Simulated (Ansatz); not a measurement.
Input file for Ansatz (a quantum-chemistry and plane-wave program): R-MP2/def2-TZVPPD on diiodomethane (SMILES ICI), atoms moved off the minimum. Elements past Kr take the def2 small-core potentials; no spin–orbit coupling. Files ending in .json are basis or fitting sets from the Basis Set Exchange. The run froze 19 orbitals, filled d shells among them.

Ansatz 0.2 input:
```yaml
crystal:
  periodic: [false, false, false]
  atoms:
    - {symbol: I, position_ang: [-1.93537758, 0.16535916, -0.05663782]}
    - {symbol: C, position_ang: [0.03043750, -0.95033534, -0.13924352]}
    - {symbol: I, position_ang: [1.79091740, 0.04200509, -0.12161787]}
    - {symbol: H, position_ang: [0.00038397, -1.65901530, 0.84683079]}
    - {symbol: H, position_ang: [0.01849059, -1.77000523, -0.82917132]}
basis:
  gaussian:
    orbitals: def2-TZVPPD.json
magnetization: {spin_polarized: false}
correlation: {method: mp2, electrons: outside_noble_gas}
scf: {lower_state_search: off}
output: {forces: true}
```

The log:

```
WARN ansatz: RAYON_NUM_THREADS=6 ignored (pool sized by the plan → 6); use --threads N
Functional definition: HF
these checks for a lower state are left out or cut short: starts, cluster_reference, orbital_swaps, neighbouring_geometries, increment
integrals: 0.30 GiB planned
1466 factors; integrals over basis functions are off by at most 1.1e-3 eV
mean field: 0.84 GiB planned
mean field evaluation 1: about -17205.8205 eV, gradient 1.3e1 eV
mean field evaluation 2: about -17205.8563 eV, gradient 1.3e1 eV
mean field evaluation 4: about -17206.5431 eV, gradient 3.7e0 eV
mean field evaluation 8: about -17206.5813 eV, gradient 2.4e-1 eV
mean field -17206.58174883 eV, -632.3302162297 hartree, gradient 1.2e-6 eV, S^2 0.000000; 0 other end points of the search recorded, 0 dependent functions left out
19 core orbitals not correlated
reference -17206.58174883 eV, -632.3302162297 hartree; 10, 10 occupied and 160, 160 virtual orbitals, 1466 factors
densities: 0.74 GiB planned
second order -12.59080839 eV of doubles, -0.00000000 eV of singles
the calculation of the forces begins
mean field evaluation 16: about -17206.5416 eV, gradient 2.6e-1 eV
Total energy: -17219.17255723 eV, -632.7929199037 hartree
Atom 0 at    -1.935378     0.165359    -0.056638 Å, force     1.492632    -0.758350    -0.258260 eV/Å
Atom 1 at     0.030437    -0.950335    -0.139244 Å, force    -2.241744    -2.775815     3.592620 eV/Å
Atom 2 at     1.790917     0.042005    -0.121618 Å, force     1.133242     0.952739    -0.167206 eV/Å
Atom 3 at     0.000384    -1.659015     0.846831 Å, force    -0.073360     2.243019    -1.887554 eV/Å
Atom 4 at     0.018491    -1.770005    -0.829171 Å, force    -0.310770     0.338406    -1.279599 eV/Å
Dipole moment:     0.067139    -0.220515     0.019993 e Å
Checks for a lower state left out: starts, cluster_reference, orbital_swaps, neighbouring_geometries, increment
```

Self-consistency was reached.

Cost: very roughly 30 core-seconds.
